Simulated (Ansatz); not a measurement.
Two structures of CH$_{8}$OSn, closed shell, reached by relaxing down either side of one saddle point (PBE0-D4/def2-TZVP). Energies are electronic, without zero-point energy. Ansatz 0.2.0; basis: def2-TZVPP and def2-QZVPP; cores frozen in the correlated methods. Filled d shells of the heavier atoms are correlated. Core potentials replace the inner electrons of the atoms past krypton. The def2 sets are not built for correlating such inner shells, so the correlated values are less sure here. Extrapolation: Hartree–Fock as exp(−7.88 √X), correlation as X^−2.97. First:

```xyz
11
angstrom
Sn -0.7854 1.5336 0.6732
O -0.3814 -0.0176 1.8218
H -1.8586 0.8981 -0.4782
H -1.5009 2.7410 1.6496
H 0.6740 2.0917 -0.0174
H 0.5277 -1.4256 -0.1804
C 0.7429 -1.4910 -1.2474
H 0.1342 0.2116 2.5977
H 1.3021 -2.4037 -1.4526
H 1.3367 -0.6304 -1.5575
H -0.1914 -1.5078 -1.8088
```

Second:

```
11
angstrom
Sn -0.5528 1.0196 -0.4012
O 0.6850 -0.8333 1.9948
H -1.2400 2.1010 -1.5446
H -1.7731 0.6455 0.7396
H 0.7137 1.8565 0.3899
H -0.0983 -0.8184 2.5504
C 0.1586 -0.7285 -1.3967
H 1.2646 -0.1599 2.3594
H 0.5889 -1.3976 -0.6531
H 0.9178 -0.4574 -2.1305
H -0.6645 -1.2278 -1.9080
```

Question: Which bonds change from the first to the second?

Answer: SnH₄O ([OH][SnH3]) + CH₄ → CH₆Sn ([CH3][SnH3]) + H₂O; bonds formed: Sn1–C7, O2–H6; bonds broken: Sn1–O2, H6–C7.

Question: Give the saddle point's structure and its height above each. (To be estimated.)

Answer: By the calculation: 2.190 eV above the first and 1.893 eV above the second (CCSD(T) at an estimated basis limit (MP2 extrapolated from triple and quadruple zeta, plus CCSD(T) − MP2 in triple zeta)).
Sn1  (-0.531, 1.136, 0.133)
O2  (-0.136, -0.475, 1.575)
H3  (-1.573, 1.065, -1.223)
H4  (-1.435, 1.906, 1.378)
H5  (0.916, 2.007, -0.109)
H6  (0.267, -0.833, 0.544)
C7  (0.410, -0.960, -0.904)
H8  (0.504, -0.343, 2.284)
H9  (1.132, -1.753, -0.669)
H10  (0.904, -0.322, -1.640)
H11  (-0.458, -1.428, -1.369)
(Å)

No T1 diagnostic of these runs exceeds 0.014.

Labels in which every atom is bracketed show which atoms are joined, not bond orders.

For scale, one of the runs: CCSD(T)/def2-TZVPP, 224 basis functions, launched by `ansatz run in.yaml --threads 4 --pin off --events-out ev --progress --plain --max-ram 9574MiB`. Hardware: 4 CPU threads of an Intel Xeon, shared host. Wall time 2.4 min; peak host memory 4.1 GiB.
